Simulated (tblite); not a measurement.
Compound: CH10N2OSi3.
SMILES with atom numbers: `[CH3:1][NH:2][Si@@H:3]1[SiH2:4][O:5][Si@H:6]1[NH2:7]` (hydrogens: H8, H9, H10 on C1; H11 on N2; H12 on Si3; H13, H14 on Si4; H15 on Si6; H16, H17 on N7)

Structure optimised with GFN2-xTB, isolated species.

(1) List the bond lengths, angles and torsions at this level.

## Answers

(1) 
| bond | length (pm) | order |
| --- | --- | --- |
| C1–N2 | 144.0 | single |
| N2–Si3 | 172.7 | single |
| Si3–Si4 | 235.9 | single |
| Si4–O5 | 166.2 | single |
| O5–Si6 | 166.3 | single |
| Si6–N7 | 172.3 | single |
| Si3–Si6 | 231.5 | single |
| C1–H8, C1–H9, C1–H10 | 109.1 | single |
| N2–H11 | 100.9 | single |
| Si3–H12 | 147.9 | single |
| Si4–H13 | 147.0 | single |
| Si4–H14 | 146.5 | single |
| Si6–H15 | 147.1 | single |
| N7–H16, N7–H17 | 100.7 | single |

Bonds in one row agree within 1 pm and their mean is given. Orders are formal, as drawn. A selection of angles:
| angle | degrees |
| --- | --- |
| N2–C1–H8 | 108.5 |
| N2–C1–H9 | 112.7 |
| H8–C1–H9 | 108.2 |
| H8–C1–H10 | 108.6 |
| C1–N2–Si3 | 123.1 |
| C1–N2–H11 | 111.3 |
| Si3–N2–H11 | 118.3 |
| N2–Si3–Si4 | 128.3 |
| N2–Si3–Si6 | 115.0 |
| N2–Si3–H12 | 102.2 |
| Si4–Si3–Si6 | 73.9 |
| Si4–Si3–H12 | 115.6 |
| Si6–Si3–H12 | 121.7 |
| Si3–Si4–O5 | 84.6 |
| Si3–Si4–H13 | 123.0 |
| Si3–Si4–H14 | 123.1 |
| O5–Si4–H13 | 105.3 |
| O5–Si4–H14 | 105.2 |
| H13–Si4–H14 | 108.3 |
| Si4–O5–Si6 | 115.4 |
| O5–Si6–N7 | 105.2 |
| O5–Si6–H15 | 103.4 |
| N7–Si6–H15 | 115.0 |
| Si3–Si6–O5 | 86.0 |
| Si3–Si6–N7 | 112.0 |
| Si3–Si6–H15 | 127.2 |
| Si6–N7–H16 | 117.0 |
| H16–N7–H17 | 109.8 |

Torsions: C1–N2–Si3–Si4 -92° (anticlinal); N2–Si3–Si4–O5 -112° (anticlinal); Si3–Si4–O5–Si6 4° (synperiplanar); Si4–O5–Si6–N7 -115° (anticlinal); N2–Si3–Si6–O5 128° (anticlinal).

Si6 (oxygen-bound silicon) has angles from 86.0° to 127.2°. Si3 (SiH silicon) has angles from 73.9° to 128.3°. N7 (silicon-bound nitrogen) is pyramidal (angles 118.5°, 117.0° and 109.8°, sum 345.3°, 0.26 Å off the plane of its three neighbours). N2 (silicon-bound nitrogen) has angles 123.1°, 118.3° and 111.3°, sum 352.7°, 0.21 Å off the plane of its three neighbours. The 4-membered ring Si3–Si4–O5–Si6 has internal angles of 73.9° to 115.4° (sum 360°, against 360° for a flat polygon); it is almost planar, 0.02 Å rms from its mean plane, widest ring torsion 4°. The 2 Si–Si bonds span 2.315 Å (Si3–Si6, drawn single) to 2.359 Å (Si3–Si4, drawn single), a spread of 0.044 Å. O5 (siloxane oxygen) is bent (angle 115.4°).

Point group: C1 (no symmetry element, even within 0.4 Å). Its GFN2-xTB frequencies are all real (lowest 64 cm⁻¹). One conformer, not necessarily the lowest (C1–N2–Si3–Si4 -92°, O5–Si6–N7–H -38° and -174°). 3 starts were optimised and ended at 0.00, 0.35 and 1.49 kcal/mol (GFN2-xTB); the lowest of these is shown.

All values are computed, not measured.
